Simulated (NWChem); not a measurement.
**H$_{4}$OSi**

SMILES: O[SiH3]
```xyz
6

Si     0.5275    -0.0898     0.0000
O     -1.0959     0.2835     0.0000
H      0.9203    -0.8819    -1.2089
H      1.2536     1.2083     0.0000
H      0.9203    -0.8819     1.2089
H     -1.7115    -0.4547     0.0000
```
Charge 0, spin multiplicity 1.

All runs are NWChem calculations. All single points use one geometry, from PBE0/def2-SVP, a minimum by its harmonic frequencies.

Symmetry labels belong to the abelian group Cs used in the runs, with the axes of the coordinates shown.

The structure started from a generated list of species.

Question: List the lowest 6 singlet excitations that TD-PBE/aug-cc-pVDZ gives, with oscillator strengths.

Answer: 
```json
[
 {"state": "1", "symmetry": "a\"", "energy (eV)": "6.08", "wavelength (nm)": "204", "f": "0.003"},
 {"state": "2", "symmetry": "a'", "energy (eV)": "6.84", "wavelength (nm)": "181", "f": "0.006"},
 {"state": "3", "symmetry": "a\"", "energy (eV)": "6.99", "wavelength (nm)": "177", "f": "0.037"},
 {"state": "4", "symmetry": "a\"", "energy (eV)": "7.56", "wavelength (nm)": "164", "f": "0.009"},
 {"state": "5", "symmetry": "a\"", "energy (eV)": "7.72", "wavelength (nm)": "161", "f": "0.000"},
 {"state": "6", "symmetry": "a'", "energy (eV)": "7.75", "wavelength (nm)": "160", "f": "0.045"}
]
```
